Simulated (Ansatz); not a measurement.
One geometry of Ga4F4, several levels of theory.

```yaml
crystal:
  periodic: [false, false, false]
  atoms:
    - {symbol: Ga, position_ang: [2.496877, -1.183548, 0.130949]}
    - {symbol: Ga, position_ang: [-0.730060, -1.572171, -0.254999]}
    - {symbol: Ga, position_ang: [0.722459, 1.567080, 0.263856]}
    - {symbol: Ga, position_ang: [-2.494452, 1.185547, -0.143911]}
    - {symbol: F, position_ang: [2.213450, 0.594369, -0.670487]}
    - {symbol: F, position_ang: [-2.211636, -0.583508, 0.677467]}
    - {symbol: F, position_ang: [0.695247, -0.502841, 0.991665]}
    - {symbol: F, position_ang: [-0.691877, 0.495071, -0.994551]}
basis:
  gaussian: {orbitals: def2-TZVP, initial_orbitals: start.molden}
correlation: {method: mp2}
scf: {omitted_lower_state_checks: [starts]}
output: {orbitals: {seedname: orbitals}}
```

The file start.molden holds the orbitals of an earlier run on this structure, at another level or in another basis.

```sh
$ ansatz run in.yaml --threads 4 --pin off --events-out ev --progress --plain --max-ram 4787MiB
```

Output, abridged:

```
Functional definition: HF
2115 factors; integrals over basis functions are off by at most 1.1e-3 eV
mean field evaluation 1: about -220170.0675 eV, gradient 5.2e1 eV
mean field evaluation 2: about -220172.4876 eV, gradient 2.9e0 eV
mean field evaluation 4: about -220172.8396 eV, gradient 1.8e0 eV
mean field evaluation 8: about -220172.8446 eV, gradient 3.7e-4 eV
mean field -220172.84457026 eV, -8091.2027994427 hartree, gradient 6.0e-6 eV, S^2 0.000000; 0 other end points of the search recorded, 0 dependent functions left out
40 core orbitals not correlated: weight in the atoms' cores, before any rotation towards them, 1.000 or more for the frozen orbitals, at most 0.000 for the correlated occupied ones
reference -220172.84457026 eV, -8091.2027994427 hartree; 40, 40 occupied and 236, 236 virtual orbitals, 2115 factors
second order -50.34022524 eV of doubles, -0.00000000 eV of singles
Total energy: -220223.18479549 eV, -8093.0527685983 hartree
Checks for a lower state left out: starts
```

Run time 20 s (4 threads of Arm Neoverse V1 on a shared host), peak host memory 1.4 GiB.

As the first input, with `hamiltonian: {xc: {name: B2PLYP}}` and without the key `correlation`, `output` (abridged; 26 s):

```
Functional definition: B2PLYP
mean field -220330.63761050 eV, -8097.0015867158 hartree, gradient 3.2e-6 eV, S^2 0.000000
40 core orbitals not correlated: weight in the atoms' cores, before any rotation towards them, 1.000 or more for the frozen orbitals, at most 0.000 for the correlated occupied ones
second order -61.26500471 eV of doubles, -0.00000000 eV of singles
Total energy: -220347.17933370 eV, -8097.6094838310 hartree
Checks for a lower state left out: starts
```

First input, but with `gaussian: {orbitals: def2-SVP, initial_orbitals: start.molden}`, `hamiltonian: {xc: pbe0, dispersion: d4}` and without the key `correlation` (abridged; 6.5 s):

```
Functional definition: PBE0
mean field -220314.20980806 eV, -8096.3978761112 hartree, gradient 9.0e-6 eV, S^2 0.000000
Total energy: -220314.52321483 eV, -8096.4093935978 hartree
Checks for a lower state left out: starts
```

As the first input, with `gaussian: {orbitals: def2-SVP, initial_orbitals: start.molden}`, `hamiltonian: {xc: pbe, dispersion: d4}` and without the key `correlation` (abridged; 3 s):

```
Functional definition: PBE
mean field -220310.62862175 eV, -8096.2662699418 hartree, gradient 1.9e-5 eV, S^2 0.000000
Total energy: -220310.99305326 eV, -8096.2796625529 hartree
Checks for a lower state left out: starts
```

As the first input, with `hamiltonian: {xc: {name: LC-wPBE}}` and without the key `correlation` (abridged; 10 s):

```
Functional definition: LC-wPBE
mean field -220357.68806419 eV, -8097.9956725534 hartree, gradient 7.7e-5 eV, S^2 0.000000
Total energy: -220357.68806420 eV, -8097.9956725537 hartree
Checks for a lower state left out: starts
```

As the first input, with `hamiltonian: {xc: pbe}`, `correlation: {method: rpa}` and without the key `output` (abridged; 19 s):

```
Functional definition: PBE
mean field -220350.59483167 eV, -8097.7350010664 hartree, gradient 6.9e-6 eV, S^2 0.000000
40 core orbitals not correlated: weight in the atoms' cores, before any rotation towards them, 1.000 or more for the frozen orbitals, at most 0.000 for the correlated occupied ones
Total energy: -220243.13305585 eV, -8093.7858536451 hartree
Checks for a lower state left out: starts
```

The first input with `hamiltonian: {xc: pbe0, dispersion: d4}` and without the key `correlation` (abridged; 19 s):

```
Functional definition: PBE0
mean field -220354.05692538 eV, -8097.8622306635 hartree, gradient 6.6e-5 eV, S^2 0.000000
Total energy: -220354.37033118 eV, -8097.8737481141 hartree
Checks for a lower state left out: starts
```

Geometry: r2SCAN-D4/def2-SVP.

LC-ωPBE has ω = 0.4 bohr⁻¹. Correlated methods freeze 40 core orbitals; core or outer-core shells of Ga are correlated, in sets that lack core-valence functions. Another isomer (singlet) lies 0.35 eV lower at PBE0-D4/def2-TZVP; other spin states weren't run for this one.
